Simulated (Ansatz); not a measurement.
Breaking the Be1–H2 bond in BeH2O (SMILES [BeH][OH]) (multiplicity 1 held, fragments rigid). Energies count from the point at 1.328 Å.
Geometry at that point (charge 0, multiplicity 1):
```xyz
4

Be    -0.78408    -0.35296     0.02982
H     -1.99530    -0.89493     0.07985
O      0.51114     0.18522    -0.07360
H      1.04250     0.82503     0.38969
```

Unrestricted levels (U-) break spin symmetry where that is lower. Active spaces are followed from a long bond inwards. Levels need not reach the same state.

Correlated levels freeze the cores.

Programs: Ansatz (a program for electronic structure) with Gaussian orbitals. 

Energies in kcal/mol.

```csv
R (Å),U-HF/aug-cc-pVDZ,U-CCSD(T)/aug-cc-pVDZ,"SC-NEVPT2 on CASSCF(2,2)/aug-cc-pVDZ","FIC-MRCISD+Q on CASSCF(2,2)/aug-cc-pVDZ"
1.062,20.1,20.0,…,19.9
1.195,4.2,4.3,4.7,4.2
1.328,0.0,0.0,0.0,0.0
1.461,2.6,2.3,1.8,2.3
1.593,9.1,8.2,7.3,8.2
1.793,22.5,20.3,18.8,20.4
1.992,37.5,33.6,…,33.6
2.324,57.2,53.9,50.7,53.8
2.656,65.9,69.6,65.6,69.4
3.054,70.1,81.9,77.0,81.4
3.585,71.8,89.6,83.9,88.7
4.249,72.2,91.7,…,91.3
```

Some entries are withheld; supply them.


- 1.992, SC-NEVPT2 on CASSCF(2,2)/aug-cc-pVDZ: 31.4
- 1.062, SC-NEVPT2 on CASSCF(2,2)/aug-cc-pVDZ: 20.6
- 4.249, SC-NEVPT2 on CASSCF(2,2)/aug-cc-pVDZ: 86.4

Doubts at one or more of the structures used: a spin-contaminated determinant (U-HF/aug-cc-pVDZ, U-CCSD(T)/aug-cc-pVDZ); T1 above 0.05 (U-CCSD(T)/aug-cc-pVDZ); the program's own flag: other amplitudes (U-CCSD(T)/aug-cc-pVDZ).
